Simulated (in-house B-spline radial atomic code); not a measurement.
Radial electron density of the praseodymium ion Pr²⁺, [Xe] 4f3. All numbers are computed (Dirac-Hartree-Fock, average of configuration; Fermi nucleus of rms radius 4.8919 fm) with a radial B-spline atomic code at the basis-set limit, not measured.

Columns: r (bohr), 4πr²n(r) (electrons per bohr), bar.

```
0.000964    2.813 #
 0.00119    4.008 ##
 0.00146    5.617 ##
 0.00181    7.946 ###
 0.00222    10.95 #####
 0.00274    15.05 #######
 0.00338    20.39 #########
 0.00417    27.14 ############
 0.00513    35.24 ###############
 0.00633    44.73 ###################
  0.0078     54.9 ########################
 0.00961    64.84 ############################
  0.0118    73.03 ################################
  0.0146    78.28 ##################################
   0.018    79.14 ##################################
  0.0222    76.02 #################################
  0.0273    71.43 ###############################
  0.0337    69.52 ##############################
  0.0415     74.3 ################################
  0.0512    85.92 #####################################
  0.0631    98.19 ##########################################
  0.0778    101.8 ############################################
  0.0958    92.73 ########################################
   0.118    79.21 ##################################
   0.146    75.63 #################################
   0.179    84.14 ####################################
   0.221    87.97 ######################################
   0.273    71.02 ###############################
   0.336    44.78 ###################
   0.414    32.55 ##############
    0.51    36.63 ################
   0.629    38.09 ################
   0.775    28.36 ############
   0.956    16.62 #######
    1.18    10.65 #####
    1.45    8.452 ####
    1.79    6.085 ###
    2.21    3.254 #
    2.72    1.227 #
    3.35   0.3086 
    4.13  0.04888 
    5.09 0.004749 
    6.27 0.0002898
```

On this grid the curve has 4 maxima, near 0.018, 0.0778, 0.221, 0.629 bohr.

The 5p1/2 radial function P(r) = rR(r), positive near the nucleus, with its small component Q(r) (sign convention: Q ≈ (P' + κP/r)/2c):

```json
{"r (bohr)": "0.000515", "P": "0.0009148", "Q": "0.003355"}
{"r (bohr)": "0.000782", "P": "0.001456", "Q": "0.00484"}
{"r (bohr)": "0.00119", "P": "0.002378", "Q": "0.006954"}
{"r (bohr)": "0.00181", "P": "0.004002", "Q": "0.009898"}
{"r (bohr)": "0.00274", "P": "0.006909", "Q": "0.01385"}
{"r (bohr)": "0.00417", "P": "0.01235", "Q": "0.01905"}
{"r (bohr)": "0.00633", "P": "0.02239", "Q": "0.02535"}
{"r (bohr)": "0.00961", "P": "0.04057", "Q": "0.0321"}
{"r (bohr)": "0.0146", "P": "0.07168", "Q": "0.03754"}
{"r (bohr)": "0.0222", "P": "0.1188", "Q": "0.03836"}
{"r (bohr)": "0.0337", "P": "0.1734", "Q": "0.03037"}
{"r (bohr)": "0.0512", "P": "0.1982", "Q": "0.01166"}
{"r (bohr)": "0.0778", "P": "0.1204", "Q": "-0.01127"}
{"r (bohr)": "0.118", "P": "-0.09619", "Q": "-0.02176"}
{"r (bohr)": "0.179", "P": "-0.2869", "Q": "-0.008614"}
{"r (bohr)": "0.273", "P": "-0.1055", "Q": "0.01178"}
{"r (bohr)": "0.414", "P": "0.3579", "Q": "0.01065"}
{"r (bohr)": "0.629", "P": "0.3156", "Q": "-0.004917"}
{"r (bohr)": "0.956", "P": "-0.4197", "Q": "-0.008742"}
{"r (bohr)": "1.45", "P": "-0.8858", "Q": "-0.002611"}
{"r (bohr)": "2.21", "P": "-0.6118", "Q": "0.0008803"}
{"r (bohr)": "3.35", "P": "-0.182", "Q": "0.0006057"}
{"r (bohr)": "5.09", "P": "-0.01819", "Q": "8.027e-05"}
```
